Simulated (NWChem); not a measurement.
System: MIBK (C6H12O); SMILES CC(=O)CC(C)C

The following NWChem deck was run.

```
start job
memory heap 200 mb stack 900 mb global 1100 mb
geometry units angstroms noautosym nocenter noautoz
  C     -0.762827     2.450174     0.382164
  C      0.126605     1.209859     0.241009
  C      1.218118     1.420090    -0.816150
  C     -0.713227    -0.035905    -0.066520
  C      0.020015    -1.364766     0.098545
  C     -0.671902    -2.587528    -0.480232
  O      1.096408    -1.446271     0.670355
  H     -1.527354     2.319879     1.175888
  H     -0.161992     3.347079     0.636269
  H     -1.299197     2.668325    -0.566384
  H      0.632321     1.017342     1.212425
  H      0.771521     1.590786    -1.819663
  H      1.841755     2.304800    -0.574725
  H      1.889426     0.541607    -0.877169
  H     -1.155847     0.015581    -1.087774
  H     -1.593505    -0.089982     0.616821
  H     -0.177188    -3.507983    -0.120541
  H     -0.604840    -2.551891    -1.588762
  H     -1.751991    -2.603603    -0.228294
end
basis spherical
  * library def2-svp
end
dft
  xc b3lyp
  iterations 150
end
property
  efieldgrad
end
task dft property
```

NWChem printed, in part:

```
             Northwest Computational Chemistry Package (NWChem) 7.3.0
             --------------------------------------------------------

                             Geometry "geometry" -> ""
                             -------------------------

 Output coordinates in angstroms (scale by  1.889725989 to convert to a.u.)

  No.       Tag          Charge          X              Y              Z
 ---- ---------------- ---------- -------------- -------------- --------------
    1 C                    6.0000    -0.76282700     2.45017400     0.38216400
    2 C                    6.0000     0.12660500     1.20985900     0.24100900
    3 C                    6.0000     1.21811800     1.42009000    -0.81615000
    4 C                    6.0000    -0.71322700    -0.03590500    -0.06652000
    5 C                    6.0000     0.02001500    -1.36476600     0.09854500
    6 C                    6.0000    -0.67190200    -2.58752800    -0.48023200
    7 O                    8.0000     1.09640800    -1.44627100     0.67035500
    8 H                    1.0000    -1.52735400     2.31987900     1.17588800
    9 H                    1.0000    -0.16199200     3.34707900     0.63626900
   10 H                    1.0000    -1.29919700     2.66832500    -0.56638400
   11 H                    1.0000     0.63232100     1.01734200     1.21242500
   12 H                    1.0000     0.77152100     1.59078600    -1.81966300
   13 H                    1.0000     1.84175500     2.30480000    -0.57472500
   14 H                    1.0000     1.88942600     0.54160700    -0.87716900
   15 H                    1.0000    -1.15584700     0.01558100    -1.08777400
   16 H                    1.0000    -1.59350500    -0.08998200     0.61682100
   17 H                    1.0000    -0.17718800    -3.50798300    -0.12054100
   18 H                    1.0000    -0.60484000    -2.55189100    -1.58876200
   19 H                    1.0000    -1.75199100    -2.60360300    -0.22829400

 Effective nuclear repulsion energy (a.u.)     310.5978999272

                              NWChem Property Module
                              ----------------------

  itol2e modified to match energy
  convergence criterion.

                                 NWChem DFT Module
                                 -----------------

[...]

          -----------------------
          Electric field gradient
          -----------------------

 1 a.u. = 0.324123 10**(16) esu/cm**3  ( or statvolts/cm**2 ) = 0.97174 10**(22) v/m**2

 ------------------------------------------------------------
   Atom      X         Y         Z
 ------------------------------------------------------------
    1 C   -1.44153   4.63016   0.72219
 ------------------------------------------------------------

 Electric field gradient in molecular frame (a.u.)
         XX             YY             ZZ             XY             XZ             YZ
 ------------------------------------------------------------------------------------------
       -0.000896       0.003421      -0.002525       0.009177      -0.001132       0.002777

 Principal components (a.u.) and orientation
 of principal axis w.r.t. absolute frame                      Asymmetry parameter eta
 --------------------------------------------------------------------------------------
        0.010857      -0.009203      -0.001654                       0.695366

        0.604779       0.711190      -0.358401
        0.788412      -0.598219       0.143323
        0.112473       0.369246       0.922500

 ------------------------------------------------------------
   Atom      X         Y         Z
 ------------------------------------------------------------
    2 C    0.23925   2.28630   0.45544
 ------------------------------------------------------------

 Electric field gradient in molecular frame (a.u.)
         XX             YY             ZZ             XY             XZ             YZ
 ------------------------------------------------------------------------------------------
       -0.003697      -0.034621       0.038318      -0.025603       0.014509      -0.018363

 Principal components (a.u.) and orientation
 of principal axis w.r.t. absolute frame                      Asymmetry parameter eta
 --------------------------------------------------------------------------------------
        0.050815      -0.050042      -0.000773                       0.969593

        0.374703       0.454270       0.808231
       -0.300786       0.884152      -0.357495
        0.876998       0.109150      -0.467933

 ------------------------------------------------------------
   Atom      X         Y         Z
 ------------------------------------------------------------
    3 C    2.30191   2.68358  -1.54230
 ------------------------------------------------------------

 Electric field gradient in molecular frame (a.u.)
         XX             YY             ZZ             XY             XZ             YZ
 ------------------------------------------------------------------------------------------
        0.006043       0.022424      -0.028467      -0.018038       0.005560       0.007075

 Principal components (a.u.) and orientation
 of principal axis w.r.t. absolute frame                      Asymmetry parameter eta
 --------------------------------------------------------------------------------------
        0.034185      -0.031400      -0.002785                       0.837053

       -0.532221      -0.239688       0.811967
        0.845231      -0.205064       0.493491
        0.048221       0.948946       0.311731

 ------------------------------------------------------------
   Atom      X         Y         Z
 ------------------------------------------------------------
    4 C   -1.34780  -0.06785  -0.12570
 ------------------------------------------------------------

[...]
```

Level: B3LYP/def2-SVP. The geometry was optimised at PBE-D3(BJ)/def2-SVP. No frequency run checked for a minimum. NWChem prints the field gradient with the sign opposite to the second derivative of the potential.
